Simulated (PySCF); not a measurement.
CH₂O. Atoms are numbered in the order given.

```xyz
4

C      0.2257     0.7051     0.0000
O     -0.1553    -0.5468     0.0000
H      0.6325    -1.1094     0.0000
H     -0.7443     1.2528     0.0000
```

Coordinates come from a ωB97X-D3(BJ)/def2-TZVPD optimisation.

Method: B3LYP/def2-TZVPD run with PySCF.

Symmetry labels are those of the subgroup Cs that the program uses (full group Cs).

Computed valence orbital energies around the gap with their symmetry:
| orbital | symmetry | energy (eV) |
|---|---|---|
| HOMO−7 | A' | -523.06 |
| HOMO−6 | A' | -278.84 |
| HOMO−5 | A' | -30.53 |
| HOMO−4 | A' | -18.83 |
| HOMO−3 | A' | -13.44 |
| HOMO−2 | A' | -12.85 |
| HOMO−1 | A" | -11.90 |
| HOMO | A' | -6.31 |
| LUMO | A" | -1.87 |
| LUMO+1 | A' | -0.26 |
| LUMO+2 | A' | 0.89 |
| LUMO+3 | A' | 1.69 |
